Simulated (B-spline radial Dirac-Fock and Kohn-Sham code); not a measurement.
A summary of the ionisation energies of barium (Z = 56) against charge, from Dirac-Fock (average of configuration) total-energy differences with a finite nucleus, the Breit interaction including its frequency dependence, and self-energy and vacuum-polarisation corrections and from the NIST table. The largest relative steps of the computed values, from charge +5 on, come at Ba¹⁰⁺ (46 electrons left, 144.7 to 242.2 eV); Ba²⁸⁺ (28 electrons left, 975.1 to 1701.4 eV); Ba⁴⁶⁺ (10 electrons left, 3640.3 to 8457.1 eV); Ba⁵⁴⁺ (2 electrons left, 10616.2 to 43482.5 eV). The median of |NIST − computed| / NIST over the 56 ions is 0.85 %.

```
charge  computed (eV)  NIST (eV)
     0           4.28   5.211665
     4          59.08         58
     8          128.4      130.5
    12          298.5        296
    16          419.7        422
    20          652.1        646
    24          795.5        809
    28         1701.4       1695
    32         2056.0       2047
    36         2435.6       2452
    40         3023.5       2994
    44         3546.1       3546
    48         8961.0       8831
    52        10376.7      10376
```
